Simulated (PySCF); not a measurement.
# 17O chemical shifts

All values are calculated (PySCF 2.14): NMR shieldings at PBE0/pcSseg-1/GIAO, geometry from GFN2-xTB. Relativity neglected, in vacuum, averaged over atoms made equivalent by symmetry, fast rotation or ring inversion, one computed conformer.

Shieldings were converted by a linear fit to measured shifts: 17O: δ = 266.70 − 0.911σ (rms 10.7 ppm, 155 shifts, 12.2 ppm with the 3 outliers that the fit left out vs liquid water, solution or neat liquid). Occasional misses reach two or three times the rms, and more in compound classes unlike the fitted ones.

Give the 17O shifts of `COC[C@](C)(F)C(=O)Cl`, `CCC1OCOCO1`, `CO[C@@H](C)[C@H](F)C(=O)Cl`, `O=COC1=C[SiH2]C=C1`.

Results:


```tsv
compound	environment	δ (ppm)
[CH3:1][O:2][CH2:3][C@:4]([CH3:5])([F:6])[C:7](=[O:8])[Cl:9]	O8: carbonyl oxygen	489.8
[CH3:1][O:2][CH2:3][C@:4]([CH3:5])([F:6])[C:7](=[O:8])[Cl:9]	O2: ether oxygen	-18.2
[CH3:1][CH2:2][CH:3]1[O:4][CH2:5][O:6][CH2:7][O:8]1	O4/8: ether oxygen (×2)	69.7
[CH3:1][CH2:2][CH:3]1[O:4][CH2:5][O:6][CH2:7][O:8]1	O6: ether oxygen	53.2
[CH3:1][O:2][C@@H:3]([CH3:4])[C@H:5]([F:6])[C:7](=[O:8])[Cl:9]	O8: carbonyl oxygen	505.2
[CH3:1][O:2][C@@H:3]([CH3:4])[C@H:5]([F:6])[C:7](=[O:8])[Cl:9]	O2: ether oxygen	-1.6
[O:1]=[CH:2][O:3][C:4]1=[CH:5][SiH2:6][CH:7]=[CH:8]1	O1: ester carbonyl oxygen	384.1
[O:1]=[CH:2][O:3][C:4]1=[CH:5][SiH2:6][CH:7]=[CH:8]1	O3: ester alkoxy oxygen	197.8
```
